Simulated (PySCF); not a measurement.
Gas-phase reaction: GaH3 + F2 → GaH + 2 HF

Energies from PySCF, thermal terms from the rigid-rotor harmonic-oscillator model, ideal gas at 1 bar. † marks an energy on the PBE0/def2-TZVP geometry and frequencies; other levels use their own. MP2 and CCSD(T) freeze the core. All species are closed-shell singlets. Ga: all electrons, no relativistic terms. GaH3, GaH: computed as isolated molecules; such fragments, hydroxides, amides, oligomers or adducts are transient or little studied in the gas. MP2 isn't extrapolated to the basis-set limit. CCSD(T) isn't extrapolated to the basis-set limit.

PBE0/def2-QZVP† gives ΔH°(298 K) = -459 kJ.

### Question
What do CCSD(T)/def2-SVP†, MP2/def2-SVP†, PBE/def2-SVP give?

### Answer
CCSD(T)/def2-SVP†: -428 kJ; MP2/def2-SVP†: -442 kJ; PBE/def2-SVP: -375 kJ. For scale, ΔH°(298 K) is -459 kJ at this level, -446 kJ at ωB97M-V/def2-TZVP†, and runs from -499 to -324 kJ over the 20 levels computed.
